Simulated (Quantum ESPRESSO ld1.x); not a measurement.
Charge is removed step by step from the 2s1/2 level of the silicon ion Si3+, starting from [Ne] 3s1. All-electron calculation, Dirac Kohn-Sham, PW91, spin-unpolarised, spherical densities, point nucleus. Program: ld1.x of Quantum ESPRESSO 7.5.

removed (e)	E - E(0) (eV)	eigenvalue (eV)	E minus straight line (eV)
0	0.000	-175.98	0.000
0.1	17.770	-179.42	-1.578
0.2	35.886	-182.89	-2.811
0.3	54.348	-186.37	-3.696
0.4	73.161	-189.88	-4.232
0.5	92.324	-193.40	-4.416
0.6	111.84	-196.94	-4.247
0.7	131.71	-200.50	-3.723
0.8	151.94	-204.09	-2.842
0.9	172.53	-207.69	-1.601
1	193.48	-211.30	0.000

Removing the whole electron costs 193.48 eV by Delta-SCF, against 175.98 eV from minus the eigenvalue at the starting occupation. Slater's transition state (half an electron removed) gives 193.40 eV. Integrating minus the eigenvalue over the occupation (Janak's theorem) gives 193.48 eV. The mean slope of the eigenvalue, de/dn, is 35.3 eV per electron.
